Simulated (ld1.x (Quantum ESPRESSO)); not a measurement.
## How hard is this vanadium TM potential?

- Element: vanadium
- Generator: ld1.x (Quantum ESPRESSO) 7.5
- Type: norm-conserving Troullier–Martins (Kleinman–Bylander form)
- Functional: revPBE
- Relativity: fully relativistic
- Frozen core: [Ne]
- Valence charge: 13
- Reference configuration: 3s2 3p6 3d3 4s1 4p0 (charge +1)
- Partial waves: 3s (bound): rc 1.15 bohr; 3p (bound): rc 1.40 bohr; 3d (bound): rc 1.70 bohr
- Local potential: the d channel
- Core correction: none

Open shells are filled in proportion to 2j + 1 (rel_dist='average').

Occupied shells without a wave of their own: 4s. They enter only through the test configuration that unscreens the potential.

The pseudo-atom Hamiltonian at the reference potential is diagonalised in spherical Bessel functions j_l(qr) that vanish at 20 bohr, with q² up to the cutoff. All-electron valence levels (Ry): 3s -5.7218, 4s -0.7927, 3p1/2 -3.8348, 4p1/2 -0.4995, 3p3/2 -3.7739, 4p3/2 -0.4956, 3d3/2 -0.9256, 3d5/2 -0.9206.

Task: How do the lowest levels (Ry) of each channel move with the cutoff, and are there ghosts?

Result:

| cutoff (Ry) | s #1 | s #2 | s #3 | p1/2 #1 | p1/2 #2 | p3/2 #1 | p3/2 #2 | p3/2 #3 | d3/2 #1 | d3/2 #2 | d5/2 #1 | f #1 | f #2 | Σ f·Δε (mRy) |
| --- | --- | --- | --- | --- | --- | --- | --- | --- | --- | --- | --- | --- | --- | --- |
| 8 | -5.4053 | -0.7446 | -0.2282 | -2.1650 | -0.3733 | -2.1557 | -0.3727 | -0.1235 | -0.2729 | -0.0939 | -0.2729 | -0.0661 | 0.0297 | 12419.5 |
| 15 | -5.5396 | -0.7801 | -0.2375 | -3.2517 | -0.4484 | -3.2202 | -0.4467 | -0.1456 | -0.3071 | -0.1076 | -0.3071 | -0.0661 | 0.0296 | 5581.5 |
| 30 | -5.6091 | -0.7836 | -0.2388 | -3.7912 | -0.4822 | -3.7348 | -0.4792 | -0.1548 | -0.5266 | -0.1585 | -0.5266 | -0.0661 | 0.0296 | 1643.2 |
| 45 | -5.6947 | -0.7837 | -0.2391 | -3.8324 | -0.4869 | -3.7718 | -0.4836 | -0.1561 | -0.8156 | -0.1838 | -0.8156 | -0.0661 | 0.0296 | 374.3 |
| 60 | -5.7103 | -0.7839 | -0.2392 | -3.8335 | -0.4877 | -3.7727 | -0.4843 | -0.1563 | -0.9071 | -0.1888 | -0.9071 | -0.0661 | 0.0296 | 62.7 |
| 90 | -5.7149 | -0.7847 | -0.2395 | -3.8338 | -0.4878 | -3.7729 | -0.4843 | -0.1564 | -0.9193 | -0.1895 | -0.9193 | -0.0661 | 0.0296 | 14.6 |
| 140 | -5.7209 | -0.7855 | -0.2397 | -3.8339 | -0.4878 | -3.7730 | -0.4844 | -0.1564 | -0.9194 | -0.1895 | -0.9194 | -0.0661 | 0.0296 | 1.1 |
| 200 | -5.7213 | -0.7855 | -0.2397 | -3.8339 | -0.4878 | -3.7730 | -0.4844 | -0.1564 | -0.9194 | -0.1895 | -0.9194 | -0.0661 | 0.0296 | 0.2 |
| 400 | -5.7214 | -0.7855 | -0.2397 | -3.8339 | -0.4878 | -3.7730 | -0.4844 | -0.1564 | -0.9194 | -0.1895 | -0.9194 | -0.0661 | 0.0296 | 0.0 |

Result: no extra level below or beside the all-electron valence levels (s, p1/2, p3/2, d3/2, d5/2, f tested); 10 mRy is reached at 100 Ry and 1 mRy at 160 Ry.
